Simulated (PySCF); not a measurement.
## Substituent chemical shifts

Parent skeleton `[CH3:1][CH2:2][CH:3]1[CH2:4][SiH:5]([F:6])[CH2:7]1`; one hydrogen on atom 5 is replaced by X. Hydrogens on one atom are averaged.

- GFN2-xTB geometry
- NMR shieldings at PBE0/pcSseg-1/GIAO
- program: PySCF
- single conformer, no relativistic terms, averaged over atoms made equivalent by symmetry, fast rotation or ring inversion, gas phase

Shifts are taken against calculated references (same method and geometry level): ¹³C (σref 186.93) and ²⁹Si (σref 349.16) and ¹H (σref 31.72) vs TMS; ¹⁹F (σref 170.95) vs CFCl3.

Parent (X = H): C1 14.6, C2 38.5, C3 30.4, C4/C7 31.5, Si5 19.5, F6 -180.7, H(C1) 0.98, H(C2) 1.45, H(C3) 1.69 ppm. Effects are Δδ = δ(X) − δ(H), positive for deshielding.

Known members:
```tsv
X	C1	C2	C3	C4/C7	Si5	F6	H(C1)	H(C2)	H(C3)
CHO	-0.1	-0.3	-0.4	+1.8	-26.5	+1.0	-0.01	-0.04	-0.02
```

Four more derivatives gave (Δδ, ppm):
| compound | C1 | C2 | C3 | C4/C7 | Si5 | F6 | H(C1) | H(C2) | H(C3) |
| --- | --- | --- | --- | --- | --- | --- | --- | --- | --- |
| 1 | +0.7 | -1.7 | -4.5 | +6.2 | -36.8 | +40.1 | -0.03 | -0.13 | -0.15 |
| 2 | -0.1 | -0.1 | +0.1 | +0.8 | -23.6 | +10.5 | -0.02 | -0.04 | +0.04 |
| 3 | +0.8 | -1.9 | -4.2 | +8.9 | -24.4 | +36.0 | -0.01 | -0.10 | -0.19 |
| 4 | +0.0 | -0.5 | -0.4 | +0.7 | +1.8 | +4.9 | +0.00 | +0.00 | +0.09 |

Task: Their substituents are CHF2, COCH3, F, OSiH3. Which is which?

Result: 1: X = OSiH3 (CC[C@H]1C[Si@](F)(O[SiH3])C1); 2: X = COCH3 (CC[C@H]1C[Si@](F)(C(C)=O)C1); 3: X = F (CCC1C[Si](F)(F)C1); 4: X = CHF2 (CC[C@H]1C[Si@](F)(C(F)F)C1).

Unscaled 19F shifts against computed CFCl3 carry errors that often reach 10 to 50 ppm.
